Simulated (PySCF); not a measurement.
Computed Raman spectrum (relative Raman activity) of a molecule C5H4O2. Coordinates come from a PBE0-D3(BJ)/def2-SVP optimisation. One conformer was computed; it need not be the lowest. All values below come from PBE0-D3(BJ)/def2-SVP in PySCF 2.14.0. Frequencies are harmonic and unscaled.

ν (cm⁻¹): 138 (vw), 672 (w), 788 (vw), 1050 (vw), 1144 (vw), 1326 (m), 1448 (w), 1964 (w), 2094 (vw), 3081 (s), 3132 (vs), 3155 (m), 3222 (s) (against the strongest line: vs over 80 %, s over 45 %, m over 15 %, w over 4 %, vw less)

### Question
Identify the compound among the candidates.
(A) C=C1C=COC1=O
(B) C#C[C@H]1OCC1=O
(C) C=C=C1OCC1=O
(D) C=C1OC=CC1=O

### Answer
C, C=C=C1OCC1=O
